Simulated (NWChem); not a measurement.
Total energies of H₃AlO₃

```xyz
7

Al     0.0000     0.0000     0.0000
O      1.4664     0.8512     0.0000
H      1.5233     1.8076     0.0000
O     -1.4703     0.8444     0.0000
H     -2.3271     0.4157     0.0000
O      0.0038    -1.6956     0.0000
H      0.8033    -2.2235     0.0000
```
Charge 0, spin multiplicity 1.

The numbers come from NWChem runs, not from measurements. The geometry was optimised at PBE0/def2-SVP, a minimum by its harmonic frequencies. It is one conformer; others weren't searched.

Basis set: def2-TZVP (148 functions).

| method | total energy (Ha) | relative cost |
|---|---|---|
| RHF | -468.54965 | 1 |
| MP2 | -469.34183 | under 3 |
| B2PLYP | -469.94164 | 3 |
| PBE | -469.81764 | under 3 |
| B3LYP | -470.22274 | under 3 |
| TPSS | -470.22829 | under 3 |

Total energies of different functionals aren't comparable as a measure of quality: only differences taken within one method are. Relative cost: rough, from shared machines, SCF included, RHF = 1.

The correlated methods keep 8 core orbitals frozen. B3LYP has NWChem's definition, with VWN1-RPA local correlation. The structure started from a generated list of species.
